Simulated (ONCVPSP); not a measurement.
# lutetium, ONCV: configuration errors across variants

lutetium, optimised norm-conserving Vanderbilt (ONCV), made with ONCVPSP 4.0.1 (LDA (Perdew-Wang 92), scalar-relativistic). Core [Kr], reference 4d10 4f14 5s2 5p6 5d1 6s2. Waves: 5s+6s: rc 1.95 bohr, ncon 4, nbas 9, qcut 5.4 1/bohr, 2 projectors; 5p: rc 1.30 bohr, ncon 4, nbas 8, qcut 6.3 1/bohr, 3 projectors, debl 1.3 Ha; 4d+5d: rc 0.70 bohr, ncon 3, nbas 7, qcut 18.8 1/bohr, 2 projectors; 4f: rc 0.70 bohr, ncon 4, nbas 9, qcut 20.1 1/bohr, local. Local part: the f channel. Core correction: Teter function, fcfact 5.5, rcfact 1.55.

All-electron excitation energies from the reference (eV): (1) 4d10 4f14 5s2 5p6 5d1 6s1 7.575; (2) 4d10 4f14 5s2 5p6 5d1 6s0 21.141; (3) 4d10 4f14 5s2 5p6 5d2 6s1 2.999.

A true bound ghost makes a file unfit for plane-wave use even where its test errors are small: the radial tests pick states by their node count and pass the ghost by.

Errors AE − PS in meV (a dash: test not solved or not reliable):

```csv
change,(1),(2),(3),bound ghosts,GHOST(+) flags above zero
base,-1.9,-6.2,-6.9,"s, p",none
s: rc 1.34,-1.8,-6.0,-6.0,"s, p",s
s: rc 1.56,-1.6,-5.1,-6.3,"s, p",none
s: rc 1.72,-1.8,-5.9,-6.7,"s, p",none
s: rc 1.84,-1.9,-6.1,-6.9,"s, p",none
s: rc 2,-2.0,-6.3,-7.0,"s, p",none
s: rc 2.16,-2.0,-6.5,-7.1,"s, p",none
s: rc 2.34,-2.1,-6.8,-7.1,"s, p",none
s: rc 2.48,-2.1,-6.9,-7.1,"s, p",none
s: rc 2.7,-2.1,-7.3,-7.0,"s, p",none
```

(1) Give the same row for: s: rc 2.86.

## Answers

(1) -2.2, -7.6, -7.0; bound ghosts: s, p; GHOST(+) flags above zero: none.
